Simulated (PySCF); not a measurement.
## Be (beryllium, neutral) across methods

[He] 2s1 3s1, high-spin 3S determinant (an excited configuration). Computed with PySCF 2.14 in aug-cc-pCVQZ, with the non-relativistic Hamiltonian (point nucleus).

| method | E (hartree) | mean ε 1s β (eV) | mean ε 2s α (eV) | mean ε 3s α (eV) | Σ⟨r²⟩ (bohr²) | ⟨S²⟩ |
| --- | --- | --- | --- | --- | --- | --- |
| UHF | -14.37739 | -134.82 | -14.204 | -2.721 | 71.25 | 2.000 |
| PBE0 | -14.4155 | -118.46 | -11.415 | -2.099 | 68.75 | 2.000 |
| LDA | -14.2243 | -111.45 | -10.230 | -1.776 | 67.79 | 2.000 |
| LC-wPBE | -14.4154 | -118.84 | -14.145 | -2.965 | 70.39 | 2.000 |
| PBE | -14.4089 | -112.75 | -10.363 | -1.804 | 67.85 | 2.000 |
| r2SCAN | -14.4302 | -115.27 | -10.547 | -1.752 | 69.49 | 2.000 |
| TPSSh | -14.4440 | -116.48 | -10.815 | -1.881 | 68.65 | 2.000 |

**Question.** Estimate the same row for M06-2X.

**Answer.** E (hartree) = -14.4420; mean ε 1s β (eV) = -123.68; mean ε 2s α (eV) = -11.913; mean ε 3s α (eV) = -2.408; Σ⟨r²⟩ (bohr²) = 61.19; ⟨S²⟩ = 2.000.

The outer electron is Rydberg-like, and this basis confines it to a smaller radius and binds it less than a complete one would.
